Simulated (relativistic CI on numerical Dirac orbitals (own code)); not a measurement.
# Ni4+ in a cubic cluster: 2p photoemission with charge transfer

Computed with a charge-transfer multiplet model of a cubic metal-ligand cluster with up to 2 ligand holes, Slater and spin-orbit integrals from Dirac-Coulomb-Breit ions, Slater integrals scaled by 0.8. The ground state mixes d6 with configurations of k ligand holes L, whose averages lie at kΔ + k(k − 1)U_dd/2; a core hole lowers each added d electron by U_cd. 300 K, Lorentzian 0.6 eV and Gaussian 0.8 eV FWHM.

Atomic integrals in eV (Slater integrals scaled, ζ unscaled), ground: F2dd 11.354, F4dd 7.124, zeta_d 0.099; with the core hole: F2dd 12.648, F4dd 7.972, zeta_d 0.136, zeta_core 11.396, F2cd 7.730, G1cd 6.056, G3cd 3.449.

Cluster parameters (eV): Δ = -0.1, U_cd = 7.5, 10Dq = 0.5, 10Dq(ligand) = 0.1, V(eg) = 2.3, V(t2g) = -1.07, final-state hopping factor = 0.9.

```csv
Case,n_d,d6,d7L,d8L2,S
U_dd = 6.1 eV,6.53,0.52,0.43,0.05,1.99
U_dd = 7.5 eV,6.50,0.53,0.43,0.04,1.99
U_dd = 8.2 eV,6.49,0.54,0.43,0.03,1.99
```

Weights, n_d and S are thermal averages at 300 K. Binding energies count from the first peak over 30 % of the highest in each spectrum, which can be another peak from case to case. The parameters are a model scan and need not match a compound or its usual spin state. Peaks in eV (height, largest 100):
- U_dd = 6.1 eV: 0.0 (100), 1.5 (65), 6.2 (38), 7.8 (39), 12.4 (24), 19.4 (58), 26.2 (24), 28.5 (14), 30.7 (9), 32.8 (7)
- U_dd = 7.5 eV: 0.0 (100), 1.7 (67), 6.6 (37), 8.5 (36), 12.4 (22), 19.6 (58), 26.6 (22), 28.6 (13), 32.5 (6)
- U_dd = 8.2 eV: 0.0 (100), 1.8 (69), 6.8 (36), 8.8 (35), 12.4 (20), 19.6 (59), 26.9 (21), 28.9 (12), 32.3 (6)

For the case U_dd = 6.1 eV, Δ = -0.1 eV is smaller than U_dd = 6.1 eV, the charge-transfer side of the Zaanen-Sawatzky-Allen scheme (negative Δ: between configuration averages a ligand hole costs less than the nominal valence; multiplet and field energies can change this for the lowest states). With the core hole the average of the configuration with one ligand hole lies at Δ − U_cd = -7.6 eV before mixing: it lies below the unscreened one, so the lowest final states are mostly screened and the unscreened weight appears at higher binding energy as a satellite.

With at most 2 ligand holes the space is cut while the next configuration still counts, so covalency is underestimated, and a final configuration with one more ligand hole, which can lie low, is missing from the spectra.
